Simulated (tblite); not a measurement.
Run record: tight-binding relaxation, `C=CCC1=CCOBCB1`.

Computed with GFN2-xTB geometry optimisation, gas phase (tblite 0.8.0). Start geometry: from a force field or distance geometry. The command runs a driver script over a list of jobs; the input below is this job's line of settings and its coordinates in Å.

Command:
```bash
OMP_NUM_THREADS=1 python probes_run.py task.json out
```

Input:
```
{"job": {"kind": "relax", "xc": "GFN2-xTB", "basis": "xTB"}, "charge": 0, "multiplicity": 1}
C      2.573400     1.043500     0.842800
C      2.423900    -0.269700     0.681800
C      1.811700    -0.872000    -0.536500
C      0.310400    -0.610500    -0.567700
C     -0.495300    -1.402600     0.203300
C     -2.008300    -1.339200     0.186000
O     -2.461200    -0.111800     0.719100
B     -2.586200     0.876200    -0.357800
C     -1.296300     1.620000    -0.887000
B     -0.229800     0.585500    -1.443600
H      3.021400     1.443000     1.740500
H      2.218700     1.732600     0.079600
H      2.783800    -0.936200     1.482400
H      2.300100    -0.455200    -1.449200
H      1.992000    -1.954800    -0.547000
H     -0.045000    -2.177200     0.819500
H     -2.376700    -2.146600     0.851000
H     -2.402300    -1.585700    -0.828700
H     -3.628100     1.011900    -0.909400
H     -1.587800     2.319400    -1.696700
H     -0.855000     2.214200    -0.054600
H      0.526300     1.034500    -2.241600
```

Output:
```
step      E/eV     max force
  0    -750.07143    2.212
  1    -750.26363    1.340
  2    -750.37332    0.919
  3    -750.43171    0.765
  4    -750.46878    0.495
  5    -750.48232    0.381
  6    -750.50617    0.602
  7    -750.53978    0.590
  8    -750.56397    0.550
  9    -750.61375    0.670
... (153 lines left out)
163    -751.52398    0.021
164    -751.52407    0.020
165    -751.52415    0.015
166    -751.52421    0.015
167    -751.52425    0.013
168    -751.52429    0.012
169    -751.52433    0.013
170    -751.52436    0.013
171    -751.52439    0.010
172    -751.52440    0.007
```

«max force» is the largest atomic force in eV/Å.

**Question.** From which step on does the largest force stay under 0.1 eV/Å, and how much energy is left to gain from there?

**Answer.** From step 108 (0.085 eV/Å), 26.0 meV above the end.

Summary of the converged run: energy lowered by 33.5 kcal/mol over 172 steps; largest atomic force 0.007 eV/Å at the end.

**Question.** Give the final coordinates.

**Answer.** 0.906 Å rms from the input after alignment:
```
atom  x, y, z in Å
C1     3.2979    0.9225    0.5074
C2     2.4172   -0.0526    0.6258
C3     1.7308   -0.7292   -0.5222
C4     0.2421   -0.4501   -0.4393
C5    -0.5540   -1.4310    0.0071
C6    -2.0418   -1.3840    0.2027
O7    -2.7898   -0.7148   -0.7952
B8    -2.6650    0.5693   -1.0963
C9    -1.6083    1.5094   -0.3481
B10   -0.2486    0.9618   -0.8763
H11    3.7584    1.3844    1.3644
H12    3.6020    1.2968   -0.4561
H13    2.1234   -0.4088    1.6053
H14    2.1276   -0.3473   -1.4637
H15    1.9210   -1.8053   -0.4678
H16   -0.1258   -2.3954    0.2638
H17   -2.2507   -0.9061    1.1729
H18   -2.4356   -2.4060    0.2383
H19   -3.3730    0.9524   -1.9484
H20   -1.7793    2.5646   -0.5414
H21   -1.7338    1.3257    0.7207
H22    0.3750    1.5630   -1.6676
```

Time: 2.5 s. Hardware: Arm Neoverse N1, one thread, shared host with 64 logical CPUs at a one-minute load of 60.
Labels such as C1 count atoms from 1, the log's own numbers from 0.
